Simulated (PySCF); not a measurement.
Species: C5H9ClO2.
Numbering: `[Cl:1][CH2:2][C@@H:3]1[CH2:4][CH2:5][O:6][CH2:7][O:8]1` (hydrogens: H9, H10 on C2; H11 on C3; H12, H13 on C4; H14, H15 on C5; H16, H17 on C7)

Structure used (PBE0-D3(BJ)/def2-SVP), in Å, numbered top down from 1:
```
atom  x, y, z in Å
Cl1    1.292   -3.118    0.014
C2     1.531   -1.468   -0.617
C3     0.615   -0.481    0.075
C4    -0.870   -0.710   -0.178
C5    -1.647    0.473    0.374
O6    -1.132    1.679   -0.139
C7     0.217    1.812    0.145
O8     0.992    0.791   -0.406
H9     1.337   -1.484   -1.698
H10    2.578   -1.185   -0.447
H11    0.806   -0.533    1.169
H12   -1.036   -0.779   -1.265
H13   -1.196   -1.655    0.281
H14   -1.589    0.480    1.484
H15   -2.709    0.429    0.096
H16    0.561    2.755   -0.299
H17    0.372    1.834    1.250
```

Linear response at CAM-B3LYP/def2-SVPD (PySCF, frozen core in the response, non-relativistic).

Static isotropic polarisability: 79.79 au (11.82 Å³), principal values 69.0, 77.3, 93.1 au.

Task: What is the polarisability at 1064 nm and at the sodium D line?

Result: 80.30 au at 1064 nm (+0.6 %), 81.48 au at 589.3 nm (+2.1 %). The rise at 589.3 nm is 3.33 times that at 1064 nm; a pure ω² law gives 3.26. The lowest singlet lies at 166 nm, shorter than both wavelengths.

Task: What is the isotropic C6 coefficient between two such molecules, C6 = (3/π)∫α(iω)² dω?

Result: 2935 au (Eh·bohr⁶) by a ten-point quadrature over imaginary frequencies, which is 1750 eV·Å⁶ or 169 J·nm⁶/mol.

Task: Which effective excitation energy ω̄ makes London's formula C6 = (3/4)α²ω̄ exact here?

Result: ω̄ = 4·C6/(3α²) = 0.615 Eh = 16.7 eV. A one-pole form α(ω) = α/(1 − ω²/ω̄²) fitted to the 1064 nm value gives 14.7 eV.

Task: How anisotropic is the static polarisability, by Δα² = ½[(α1 − α2)² + (α2 − α3)² + (α3 − α1)²]?

Result: Δα = 21.2 au, or 0.27 of the isotropic value.

Task: What three-body coefficient follows from the one-pole estimate C9 = (3/4)·α·C6?

Result: 176000 au. This is an estimate from the two numbers above, not a computed integral.

Task: What n − 1 at the D line would an ideal gas of it have at 273.15 K and 1 atm (2.6868 × 10¹⁹ cm⁻³), by n − 1 = 2π·N·α′?

Result: 20.38 × 10⁻⁴, a formal value whether or not that pressure can be reached.

Task: What molar refraction at the D line follows from R = (4π/3)·N_A·α′, with α′ the polarisability volume?

Result: α′ = 12.07 Å³ gives R = 30.46 cm³/mol, for isolated, non-vibrating species.

Task: How many electrons N does the Slater–Kirkwood formula C6 = (3/4)·√N·α^(3/2) need to give this C6?

Result: N = (4·C6/3)²/α³ = 30.1; the species has 72 electrons in all.

Task: The lowest 6 singlets have (eV, f): 7.49, 0.004; 7.57, 0.006; 7.86, 0.001; 7.94, 0.021; 8.28, 0.006; 8.37, 0.035. What share of the static polarisability do they carry in the sum over states α = Σ f/ω²?

Result: 0.82 au, 1.0 % of α; the largest term, 0.37 au, is that of the state at 8.37 eV. Their oscillator strengths add up to 0.07. Higher states carry the rest.

One conformer stands for the species.
